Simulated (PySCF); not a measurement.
## Calculated data, BF$_{2}$HO

All values are calculated (PySCF 2.14.0). Calculation on a computer-drawn molecule: vertical ionisation energy to the stated ion spin, frozen-core CCSD(T) at the basis limit and cheaper methods, single-reference cases, UHF for radicals, no spin-orbit; all values are single points at the evaluated structure, the first of each entry, which is the reference or a displaced copy of it and isn't optimised; the reference structure only sets the zero of the energies above reference; triples share is (T) over the correlation energy.

### BF$_{2}$HO

Evaluated structure:
```xyz
5
BF2HO
O      0.6220    -1.5860     0.8138
B      0.7736    -0.5327     1.5648
F      1.7146     0.4783     1.2411
F      0.0928    -0.3654     2.6622
H      1.2001    -1.5950     0.0751
```

Reference structure:
```xyz
5
BF2HO
O      0.6313    -1.5899     0.8015
B      0.7782    -0.5084     1.5678
F      1.6653     0.4358     1.2868
F      0.0311    -0.3530     2.6401
H      1.2128    -1.6102     0.0556
```

It was run with charge 0, multiplicity 1, ion multiplicity 2, diffuse functions no, basis cc-pVnZ, reference is the Hartree-Fock double-zeta minimum, best is HF at quadruple zeta + MP2 correlation extrapolated from triple and quadruple zeta + CCSD(T) minus MP2 at triple zeta and basis step is the size of the change from the same recipe one zeta lower.

Drawn bonds:
```csv
atom,other atom,order
1,2,1
2,3,1
2,4,1
1,5,1
```

Q: What dipole magnitude PBE at triple zeta does the calculation give for BF$_{2}$HO?
A: 1.931 debye

Q: What ionisation energy EOM CCSD at triple zeta does the calculation give for BF$_{2}$HO?
A: 14.37 eV

Further results for BF$_{2}$HO:

```
ionisation energy best                         : 14.56 eV
ionisation energy basis step                   : 0.08359 eV
energy above reference best                    : 4.344 kcal/mol
energy above reference basis step              : 0.09826 kcal/mol
ionisation energy Koopmans at triple zeta      : 15.78 eV
total energy HF triple zeta                    : -299.3116 hartree
total energy CCSD(T) triple zeta               : -300.1733 hartree
total energy best                              : -300.3239 hartree
T1 diagnostic at triple zeta                   : 0.01179
D1 diagnostic at triple zeta                   : 0.04247
ion T1 diagnostic at triple zeta               : 0.03168
ion D1 diagnostic at triple zeta               : 0.2018
ion spin squared at triple zeta                : 0.7566
triples share at triple zeta                   : 0.03015
basis functions triple zeta                    : 134
dipole magnitude HF at triple zeta             : 2.073 debye
dipole magnitude CCSD unrelaxed at triple zeta : 1.975 debye
dipole magnitude r2SCAN at triple zeta         : 1.966 debye
dipole magnitude B3LYP at triple zeta          : 1.981 debye
dipole magnitude wB97X at triple zeta          : 1.98 debye
```

Triple zeta:
```csv
method,ionisation energy (eV),energy above reference (kcal/mol)
HF,13.11,5.273
PBE,13.39,3.609
r2SCAN,13.69,4.144
B3LYP,14,4.033
wB97X,14.21,4.003
MP2,14.64,4.28
CCSD,14.32,4.587
CCSD(T),14.32,4.423
```
